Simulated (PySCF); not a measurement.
## Functional benchmark on one molecule

Molecule: `OCc1ccccn1`, C₆H₇NO.

Geometry:
| atom | x (Å) | y (Å) | z (Å) |
| --- | --- | --- | --- |
| O1 | 2.687 | -0.200 | 0.363 |
| C2 | 1.730 | -1.191 | 0.253 |
| C3 | 0.398 | -0.635 | -0.197 |
| C4 | -0.736 | -1.432 | -0.391 |
| C5 | -1.912 | -0.823 | -0.808 |
| C6 | -1.923 | 0.558 | -1.018 |
| C7 | -0.747 | 1.264 | -0.798 |
| N8 | 0.382 | 0.680 | -0.398 |
| H9 | 2.217 | 0.618 | 0.113 |
| H10 | 2.038 | -1.974 | -0.471 |
| H11 | 1.576 | -1.716 | 1.218 |
| H12 | -0.687 | -2.510 | -0.217 |
| H13 | -2.815 | -1.416 | -0.970 |
| H14 | -2.827 | 1.075 | -1.346 |
| H15 | -0.709 | 2.349 | -0.949 |

Geometry PBE0-D3(BJ)/def2-SVP throughout; GIAO in PySCF 2.14, gas phase, one conformer, non-relativistic; equivalent atoms averaged; basis pcSseg-1.

Reference values (estimated from measurements, as parent shift plus tabulated substituent increments; solution, not stated per compound (mostly CDCl3 or CCl4); Pretsch, Buehlmann, Badertscher, Structure Determination of Organic Compounds, 4th ed. (2009)): δ(H12) = 7.39 ppm, δ(H13) = 7.65 ppm, δ(H14) = 7.17 ppm, δ(H15) = 8.45 ppm. Computed shifts are taken against TMS, calculated as an isolated molecule at each level.

**Question.** How do the functionals LDA, PBE, BLYP, BP86, OPBE, KT3, PBE0, mPW1PW91, wB97X-D, LC-wPBE perform against the reference? Times are CPU seconds on shared hosts with different chips, so compare them loosely; the GGAs took longer than the global hybrids here, which isn't the general rule, and the cause wasn't traced.

**Answer.** 
```tsv
functional	kind	H12	H13	H14	H15	mean abs. error H	core-s
LDA	LDA	7.13	7.65	7.18	8.62	0.11	25
PBE	GGA	7.01	7.55	7.06	8.54	0.17	31
BLYP	GGA	6.89	7.43	6.93	8.44	0.24	22
BP86	GGA	7.01	7.54	7.05	8.53	0.17	30
OPBE	GGA	7.09	7.63	7.14	8.62	0.13	22
KT3	GGA	6.82	7.37	6.84	8.33	0.32	33
PBE0	global hybrid	7.15	7.76	7.19	8.65	0.14	22
mPW1PW91	global hybrid	7.13	7.74	7.17	8.64	0.14	20
wB97X-D	range-separated hybrid	7.16	7.80	7.20	8.66	0.16	25
LC-wPBE	range-separated hybrid	7.27	7.98	7.33	8.75	0.23	38
```

For ¹H the closest is LDA (0.11 ppm, with OPBE, mPW1PW91 practically level) and the furthest KT3 (0.32 ppm). One molecule is a small sample, and vibrational and solvent effects are absent from the calculation.
